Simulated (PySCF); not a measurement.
## Electronic structure of Mo (molybdenum, neutral) at the UHF level

Configuration: [Kr] 4d5 5s1, high-spin 7S determinant. Computed with PySCF 2.14 in ANO-RCC-VTZP, with scalar relativity by spin-free X2C-1e.

```
Total energy                        : -4046.076586 hartree
One-electron energy                 : -5585.3175 hartree
Hartree (Coulomb) energy            : 1662.0280 hartree
Exchange energy                     : -122.7871 hartree
⟨S²⟩                                : 12.0039
⟨L²⟩                                : 0.000
Sum of ⟨r⟩                          : 31.69 bohr
Sum of ⟨r²⟩                         : 55.59 bohr²
Langevin diamagnetic susceptibility : -44.0 ×10⁻⁶ cm³/mol
```

```
shell  electrons  mean orbital energy (hartree)  rms radius, mean of both spins (bohr)
 1s β          1                     -738.83170                                 0.0404
 1s α          1                     -738.83070                                 0.0404
 2s α          1                     -107.12598                                  0.166
 2s β          1                     -107.09485                                  0.166
 2p α          3                      -95.56390                                  0.148
 2p β          3                      -95.53499                                  0.148
 3s α          1                      -19.41946                                  0.456
 3s β          1                      -19.40166                                  0.456
 3p α          3                      -15.51858                                  0.462
 3p β          3                      -15.49922                                  0.462
 3d α          5                       -9.17417                                  0.453
 3d β          5                       -9.12768                                  0.453
 4s α          1                       -3.00923                                   1.19
 4s β          1                       -2.78913                                   1.19
 4p α          3                       -1.89955                                   1.34
 4p β          3                       -1.60517                                   1.34
 4d α          5                       -0.34417                                   2.12
 5s α          1                       -0.23860                                   3.95
```

Densities and radii are taken from the X2C orbitals without a picture-change correction, which distorts them close to the nucleus.

Spin-orbit constants ζ (cm⁻¹) from the X2C one-electron operator on these orbitals: bare nucleus, nucleus screened by l(l+1)(2l+1)/3 electrons, and screened by the Breit-Pauli mean field of the electrons.

```csv
shell,bare,screened nucleus,mean field
2p,580900,553200,n/a
3p,96710,92100,n/a
3d,13610,10370,n/a
4p,12160,11580,n/a
4d,823.3,627.3,n/a
```
